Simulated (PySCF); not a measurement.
**LiTl: script and output**

File input.py (PySCF 2.14):

```python
from pyscf import gto, scf

mol = gto.M(
    atom='Li 0 0 0; Tl 0 0 2.443',
    basis='def2-svp',
    ecp={'Tl': 'def2-svp'},
    charge=0,
    spin=0,
    symmetry=True,
    verbose=4,
)
mf = scf.RHF(mol)
mf.kernel()
mf.dip_moment()
print('orbital energies (hartree):', mf.mo_energy[..., max(0, mol.nelec[1]-3):mol.nelec[0]+3].round(4))
```

```bash
$ OMP_NUM_THREADS=1 python input.py
```

Output (some set-up lines and the per-cycle HOMO/LUMO lines with their warnings removed):

```
PySCF version 2.14.0

[INPUT] verbose = 4
[INPUT] num. atoms = 2
[INPUT] num. electrons = 24
[INPUT] charge = 0
[INPUT] spin (= nelec alpha-beta = 2S) = 0
[INPUT] symmetry True subgroup None
[INPUT] Mole.unit = angstrom
[INPUT] Symbol           X                Y                Z      unit          X                Y                Z       unit  Magmom
[INPUT]  1 Li     0.000000000000   0.000000000000   0.000000000000 AA    0.000000000000   0.000000000000   0.000000000000 Bohr   0.0
[INPUT]  2 Tl     0.000000000000   0.000000000000   2.443000000000 AA    0.000000000000   0.000000000000   4.616600922312 Bohr   0.0

nuclear repulsion = 13.64640372
point group symmetry = Coov
symmetry origin: [0.         0.         4.45172232]
symmetry axis x: [1. 0. 0.]
symmetry axis y: [0. 1. 0.]
symmetry axis z: [0. 0. 1.]
num. orbitals of irrep A1 = 15
num. orbitals of irrep E1x = 8
num. orbitals of irrep E1y = 8
num. orbitals of irrep E2x = 2
num. orbitals of irrep E2y = 2
number of shells = 15
number of NR pGTOs = 77
number of NR cGTOs = 35
basis = def2-svp
ecp = {'Tl': 'def2-svp'}

******** <class 'pyscf.scf.hf_symm.SymAdaptedRHF'> ********
method = SymAdaptedRHF
initial guess = minao
damping factor = 0
level_shift factor = 0
DIIS = <class 'pyscf.scf.diis.CDIIS'>
diis_start_cycle = 1
diis_space = 8
diis_damp = 0
SCF conv_tol = 1e-09
SCF conv_tol_grad = None
SCF max_cycles = 50
direct_scf = True
direct_scf_tol = 1e-13
Freeze 0 electrons in irreps []
    24 free electrons in irreps A1 E1x E1y E2x E2y
Set gradient conv threshold to 3.16228e-05
Initial guess from minao.
init E= -156.770054686408
cycle= 1 E= -178.567065802887  delta_E= -21.8  |g|= 1.06  |ddm|= 11.9
cycle= 2 E= -178.872093664825  delta_E= -0.305  |g|= 0.48  |ddm|= 3.64
cycle= 3 E= -178.918995527628  delta_E= -0.0469  |g|= 0.0256  |ddm|= 0.806
cycle= 4 E= -178.919546208838  delta_E= -0.000551  |g|= 0.00679  |ddm|= 0.098
cycle= 5 E= -178.919595556271  delta_E= -4.93e-05  |g|= 0.000754  |ddm|= 0.042
cycle= 6 E= -178.919596337566  delta_E= -7.81e-07  |g|= 0.000208  |ddm|= 0.00604
cycle= 7 E= -178.919596462802  delta_E= -1.25e-07  |g|= 6.52e-05  |ddm|= 0.00272
cycle= 8 E= -178.919596475311  delta_E= -1.25e-08  |g|= 1.6e-05  |ddm|= 0.000926
cycle= 9 E= -178.919596475812  delta_E= -5.01e-10  |g|= 2.28e-06  |ddm|= 0.000169
Extra cycle  E= -178.91959647582  delta_E= -8.27e-12  |g|= 1.08e-06  |ddm|= 1.32e-05
converged SCF energy = -178.91959647582
Dipole moment(X, Y, Z, Debye):  0.00000,  0.00000, -3.38514
orbital energies (hartree): [-0.8212 -0.4558 -0.1711  0.0176  0.0235  0.0235]
```

In short: E(SCF) = -178.919596 Eh, 9 cycles, μz(SCF) = -3.39 D.

It ran on Arm Neoverse V2 (1 thread, shared host) in 0.67 s.

Stability towards an unrestricted solution was not tested. The bond length is a typed value, not an optimised one.
